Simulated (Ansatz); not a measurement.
H2OSi, SMILES `O[SiH]` (excited triplet; H–O–Si–H torsion 98°) (charge 0, multiplicity 3). This triplet is an excited state, 1.72 eV above the relaxed singlet at the level composite: frozen-core CCSD(T) with HF/cc-pVQZ and the correlation energy extrapolated as X^-3 from cc-pVTZ and cc-pVQZ, plus CCSDT(Q) minus CCSD(T) in cc-pVDZ // PBE0-D3(BJ)/def2-TZVP (Ansatz, an electronic-structure program).

Cartesian coordinates (Å):
```xyz
4

O     -0.8694    -0.2215     0.3445
Si     0.6053     0.5258     0.2952
H     -1.4728    -0.0250    -0.3755
H      1.7369    -0.2793    -0.2642
```
Charge 0, spin multiplicity 3.

Frozen-core energies in cc-pVDZ from Ansatz at a geometry from PBE0-D3(BJ)/def2-TZVP; the HF reference has <S^2> = 2.01 and the T1 diagnostic is 0.020.

| level | energy (Ha) | difference from CCSDT(Q) (mHa) |
|---|---|---|
| HF | -364.90745 | 281.35 |
| MP2 | -365.16192 | 26.88 |
| CCSD | -365.18121 | 7.59 |
| CCSD(T) | -365.18739 | 1.41 |
| CCSDT | -365.18809 | 0.71 |
| CCSDT(Q) | -365.18880 | 0.00 |
